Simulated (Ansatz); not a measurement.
Species: C$_{2}$H$_{4}$BF$_{2}$, net charge 0, doublet state. It need not be the lowest isomer of its formula. SMILES: C[CH]B(F)F
Geometry from a B3LYP-D3(BJ)/def2-TZVP (Ansatz, a quantum-chemistry and plane-wave program) optimisation:
```xyz
9

C     -2.0548     0.2135    -0.0092
C     -0.8007    -0.3807    -0.5344
B      0.5948    -0.0695    -0.0062
F      0.7901     0.7866     0.9976
F      1.6851    -0.6366    -0.5205
H     -1.8748     0.9093     0.8092
H     -2.7403    -0.5668     0.3442
H     -2.5990     0.7434    -0.8008
H     -0.9035    -1.0857    -1.3537
```
Charge 0, spin multiplicity 2.

Wanted: atomisation energy (electronic, to ground-state atoms), in kcal/mol. Cores are frozen in the correlated levels unless marked. UHF or UKS for open shells. No spin-orbit coupling. No relativistic terms. The coupled-cluster limit lacks core correlation, which all-electron functionals hold. CBS(X,Y): correlation extrapolated as X^-3; Hartree-Fock from the larger set. [CCSD(T)-MP2]/basis is that difference in the basis named.

| level | program | atomisation energy (kcal/mol) | minus last row |
|---|---|---|---|
| PBE/def2-TZVPD | Ansatz | 930.9 | 22.4 |
| PBE-D3(BJ)/def2-TZVPD | Ansatz + dftd3 | 934.0 | 25.5 |
| BLYP-D3(BJ)/def2-TZVPD | Ansatz + dftd3 | 910.7 | 2.2 |
| revPBE-D3(BJ)/def2-TZVPD | Ansatz + dftd3 | 905.9 | -2.6 |
| r2SCAN-D3(BJ)/def2-TZVPD | Ansatz + dftd3 | 919.9 | 11.4 |
| PBE0-D3(BJ)/def2-TZVP | Ansatz + dftd3 | 918.0 | 9.5 |
| r2SCANh-D4/def2-TZVPD | Ansatz + dftd4 | 913.9 | 5.4 |
| LC-wPBE-D4/def2-TZVPD | Ansatz + dftd4 | 919.8 | 11.3 |
| wB97M-V/def2-TZVPD | Ansatz | 912.5 | 4.0 |
| wB97X-V/def2-TZVPD | Ansatz | 910.1 | 1.6 |
| B2GP-PLYP/def2-TZVPD | Ansatz | 902.3 | -6.2 |
| MP2/STO-3G | Ansatz | 889.3 | -19.2 |
| MP2/6-31G | Ansatz | 796.0 | -112.5 |
| MP2/6-31G* | Ansatz | 871.3 | -37.2 |
| MP2/cc-pVDZ | Ansatz | 865.4 | -43.1 |
| SCS-MP2/STO-3G | Ansatz | 890.1 | -18.4 |
| CCSD/STO-3G | Ansatz | 890.1 | -18.4 |
| CCSD/CBS(cc-pVTZ,cc-pVQZ) | Ansatz | 895.7 | -12.8 |
| CCSD(T)/cc-pVQZ | Ansatz | 900.8 | -7.7 |
| RI-MP2/CBS(cc-pVTZ,cc-pVQZ)+[CCSD(T)-MP2]/cc-pVTZ | Ansatz | 908.8 | 0.3 |
| CCSD(T)/CBS(cc-pVTZ,cc-pVQZ) | Ansatz | 908.5 | 0.0 |
